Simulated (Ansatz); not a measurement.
```yaml
atoms:
  - { symbol: Si, position_ang: [0.0000, 0.0000, 0.0000] }
  - { symbol: C, position_ang: [0.0000, 0.0000, 2.2360] }
```

Basis set: STO-3G (spherical functions). Left uncorrelated: 6 orbitals. Charge 0, multiplicity 1.

Computed with Ansatz (development build ahead of 0.2.0); the reference of a correlated method needn't be the lowest determinant of its kind. Restricted open shells among the atoms or ions are ROHF, correlated in semicanonical orbitals with singles.

**Question.** Give the atomization energy at this shape (free ground-state atoms in the same class of orbitals less the molecule, no zero-point energy) of singlet SiC by RHF-CCSD(T), RHF-CCSD.

**Answer.**

| method | atomization energy |
| --- | --- |
| RHF-CCSD(T) | 201.1 kJ/mol |
| RHF-CCSD | 191.9 kJ/mol |

Caution: another spin multiplicity may lie lower; large amplitudes, a single reference is doubtful; no unrestricted run beside it, a lower state can exist; the program doubts this total; the reference determinant was not shown to be the lowest; the shape is not the minimum.

This basis has no polarisation functions and is too small for such energies, which can lie far from measured ones in either direction.
